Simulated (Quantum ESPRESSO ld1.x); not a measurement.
The run below uses ld1.x (Quantum ESPRESSO 7.5).

```
 &input
    zed=63.0,
    iswitch=1,
    rel=1,
    lsd=1,
    dft='PZ',
    config='[Ar] 3d9',
    verbosity='high',
    prefix='ld1',
    max_out_wfc=37,
    file_charge='ld1.rho',
 /
```

Command: `OMP_NUM_THREADS=1 ld1.x < ld1.in > ld1.out`

Standard output:

```
     Program LD1 v.7.5 starts

     --------------------------- All-electron run ----------------------------

     scalar relativistic calculation

     atomic number is 63.00
     dft =PZ   lsd =1 sic =0 latt =0  beta=0.20 tr2=1.0E-14
     Exchange-correlation= PZ
                           (   1   1   0   0   0   0   0)
     mesh =2095 r(mesh) = 100.37019 a.u. xmin = -8.00 dx = 0.00800
     1 Ry =  13.60569312 eV, c = 137.03599908

     n l     nl                  e(Ry)          e(Ha)          e(eV)
     1 0     1S 1( 1.00)   -3667.356624698   -1833.678312349 -49896.9288082
     2 0     2S 1( 1.00)    -696.080091981    -348.040045990  -9470.6521205
     2 1     2P 1( 3.00)    -633.166847358    -316.583423679  -8614.6738208
     3 0     3S 1( 1.00)    -233.019763469    -116.509881735  -3170.3953934
     3 1     3P 1( 3.00)    -213.406385845    -106.703192923  -2903.5417963
     3 2     3D 1( 5.00)    -188.309073052     -94.154536526  -2562.0754602
     1 0     1S 2( 1.00)   -3667.348345440   -1833.674172720 -49896.8161632
     2 0     2S 2( 1.00)    -695.829870000    -347.914935000  -9467.2476770
     2 1     2P 2( 3.00)    -632.966472145    -316.483236072  -8611.9475771
     3 0     3S 2( 1.00)    -232.753198306    -116.376599153  -3166.7685896
     3 1     3P 2( 3.00)    -213.136861755    -106.568430877  -2899.8747342
     3 2     3D 2( 4.00)    -187.984525032     -93.992262516  -2557.6597595

     final scf error:  1.9E-15 reached in  19 iterations

     Etot =  -20066.616223 Ry,  -10033.308111 Ha, -273020.222340 eV
     Total magnetization:    1.00 Bohr mag.

     Ekin =   21591.467313 Ry,   10795.733657 Ha,  293766.878341 eV
     Encl =  -45519.891389 Ry,  -22759.945695 Ha, -619329.673235 eV
     Eh   =    4220.606698 Ry,    2110.303349 Ha,   57424.279521 eV
     Exc  =    -358.798844 Ry,    -179.399422 Ha,   -4881.706967 eV

     normalization and overlap integrals

     s(1S/1S) =  1.000000  <r> =   0.0223  <r2> =    0.0007  r(max) =   0.0142
     s(1S/2S) = -0.022159
     s(1S/3S) = -0.009829
     s(2S/2S) =  1.000000  <r> =   0.0949  <r2> =    0.0106  r(max) =   0.0805
     s(2S/3S) = -0.006174
     s(2P/2P) =  1.000000  <r> =   0.0836  <r2> =    0.0085  r(max) =   0.0649
     s(2P/3P) = -0.004997
     s(3S/3S) =  1.000000  <r> =   0.2436  <r2> =    0.0677  r(max) =   0.2260
     s(3P/3P) =  1.000000  <r> =   0.2405  <r2> =    0.0668  r(max) =   0.2207
     s(3D/3D) =  1.000000  <r> =   0.2165  <r2> =    0.0547  r(max) =   0.1792
     s(1S/1S) =  1.000000  <r> =   0.0223  <r2> =    0.0007  r(max) =   0.0142
     s(1S/2S) = -0.022164
     s(1S/3S) = -0.009822
     s(2S/2S) =  1.000000  <r> =   0.0949  <r2> =    0.0106  r(max) =   0.0805
     s(2S/3S) = -0.006172
     s(2P/2P) =  1.000000  <r> =   0.0836  <r2> =    0.0085  r(max) =   0.0649
     s(2P/3P) = -0.004995
     s(3S/3S) =  1.000000  <r> =   0.2437  <r2> =    0.0677  r(max) =   0.2260
     s(3P/3P) =  1.000000  <r> =   0.2406  <r2> =    0.0669  r(max) =   0.2207
     s(3D/3D) =  1.000000  <r> =   0.2167  <r2> =    0.0547  r(max) =   0.1792

     ------------------------ End of All-electron run ------------------------
```

Run on one thread of a shared host, so times are rough (Intel(R) Xeon(R) Processor @ 2.60GHz): 0.7 s of CPU time, 0.72 s wall, 19 iterations on 2095 mesh points.
